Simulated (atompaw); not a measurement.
## What one change does to a pseudopotential (Nd (Z = 60), PAW (atompaw))

neodymium, PAW, made with atompaw 4.2.0.5 (PBE, scalar-relativistic). Core [Kr] 4d10, reference 4f4 5s2 5p6 5d0 6s1.75 6p0.25. Waves: 5s (bound): rc 2.55 bohr; 6s (bound): rc 2.90 bohr; 5p (bound): rc 3.00 bohr; 6p (bound): rc 2.80 bohr; 5d (bound, empty): rc 3.00 bohr; 5d channel at 1 Ry: rc 3.00 bohr; 4f (bound): rc 1.90 bohr; 4f channel at 0.55 Ry: rc 1.90 bohr. Local part: troulliermartins scheme with l = 4 at 1 Ry, radius 2.80 bohr. Core correction: smooth core density matched at 2.30 bohr. Augmentation charge: sinc compensation charge, radius 2.20 bohr; PAW radius 3.00 bohr; waves and projectors: custom rrkj gramschmidtortho.

Change: all radii scaled by about 1.30 (s 3.30, p 3.90, d 3.90, f 2.46 bohr); local potential troulliermartins scheme with l = 4 at 1 Ry, radius 3.64 bohr; augmentation sinc compensation charge, radius 2.86 bohr; PAW radius 3.90 bohr; waves and projectors: custom rrkj gramschmidtortho; core correction smooth core density matched at 2.98 bohr.

Cutoffs: the cutoffs (Ry, on a coarse ladder) from which the occupation-weighted sum of valence levels, in a spherical-Bessel basis at the reference potential, stays within 10 and 1 mRy of its value at 400 Ry; they do not see the model core or the augmentation charge, which bear on the density cutoff.

Q: What does the change do?

A: The potential gets softer (35 Ry and 55 Ry → 21 Ry and 30 Ry); neither file shows a bound ghost. A larger radius leaves more room for a smooth pseudo-wave, so fewer plane waves are needed.

```tsv
quantity	base	changed
cutoff, loose	35 Ry	21 Ry
cutoff, tight	55 Ry	30 Ry
loose cutoff by channel (10 mRy a level)	s 10 Ry, p 12 Ry, f 30 Ry	s 6 Ry, p 6 Ry, f 18 Ry
bound ghosts	none	none
lowest overlap eigenvalue by channel	s 0.08, p 0.09, d 0.34, f 0.47	s 0.41, p 0.83, d 0.83, f 0.92
```

 The cutoffs see the waves, projectors and local potential, not the compensation charge or the core.
